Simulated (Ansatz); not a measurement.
Computed with Ansatz.

B₂FH₃O₂ (`OBOBF`) at its PBE0-D4/def2-TZVP geometry, where that method's forces vanish. Total charge 0; spin multiplicity 1.

```tsv
atom	x (Å)	y (Å)	z (Å)
O1	0.245	1.094	1.186
B2	0.847	0.503	0.130
O3	0.065	-0.121	-0.799
B4	-1.024	-0.911	-0.787
F5	-1.299	-1.648	0.281
H6	0.864	1.532	1.774
H7	2.031	0.544	-0.041
H8	-1.730	-0.994	-1.745
```

Question: For each bond, give half the difference of the two atoms' forces along it (eV/Å; positive pushes the atoms apart) under PBE-D4, r2SCAN-D4, B3LYP-D4, ωB97M-V in def2-TZVPP. (Best estimate.)

Answer: The calculation gave: 
| bond | length (Å) | PBE-D4 | r2SCAN-D4 | B3LYP-D4 | ωB97M-V |
| --- | --- | --- | --- | --- | --- |
| O1–B2 | 1.352 | 0.30 | 0.17 | 0.16 | 0.17 |
| O1–H6 | 0.959 | 0.36 | 0.00 | -0.03 | -0.09 |
| B2–O3 | 1.365 | 0.12 | 0.05 | 0.06 | 0.11 |
| B2–H7 | 1.197 | -0.13 | -0.14 | -0.19 | -0.24 |
| O3–B4 | 1.345 | 0.17 | 0.09 | 0.05 | 0.09 |
| B4–F5 | 1.327 | 0.43 | 0.14 | 0.22 | 0.22 |
| B4–H8 | 1.193 | -0.12 | -0.14 | -0.21 | -0.26 |

B3LYP here is the variant with VWN-RPA as its local correlation; programs differ in this.
